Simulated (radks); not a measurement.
The numbers below are computed, except where a source is named.
Question: All-electron atom: Rb5+ in [Ar] 3d10 4s2 4p2 (the NIST ground configuration). Level of theory: Dirac Kohn-Sham, PBEsol, spin-unpolarised, spherical densities, finite nucleus; open shells fill j = l - 1/2 first; Fermi nuclear charge, rms radius 4.2036 fm (a radial shooting solver on a logarithmic mesh with Libxc functionals). Some entries of the table are withheld. Estimate them.

orbital  occ.  eigenvalue (eV)  <r> (bohr)
1s1/2       2        -15089.56     0.04031
2s1/2       2        -2077.062      0.1776
2p1/2       2              (1)      0.1523
2p3/2       4              (2)      0.1564
3s1/2       2        -367.4546      0.5100
3p1/2       2              (3)         (4)
3p3/2       4              (5)         (6)
3d3/2       4        -174.7453         (7)
3d5/2       6        -173.1780         (8)
4s1/2       2         -93.4905       1.331
4p1/2       2         -75.7630         (9)
4p3/2       0         -74.4712        (10)

Answer: 
(1) 2p1/2 eigenvalue (eV): -1891.124
(2) 2p3/2 eigenvalue (eV): -1830.377
(3) 3p1/2 eigenvalue (eV): -300.7778
(4) 3p1/2 <r> (bohr): 0.5107
(5) 3p3/2 eigenvalue (eV): -291.6075
(6) 3p3/2 <r> (bohr): 0.5210
(7) 3d3/2 <r> (bohr): 0.5191
(8) 3d5/2 <r> (bohr): 0.5228
(9) 4p1/2 <r> (bohr): 1.452
(10) 4p3/2 <r> (bohr): 1.474
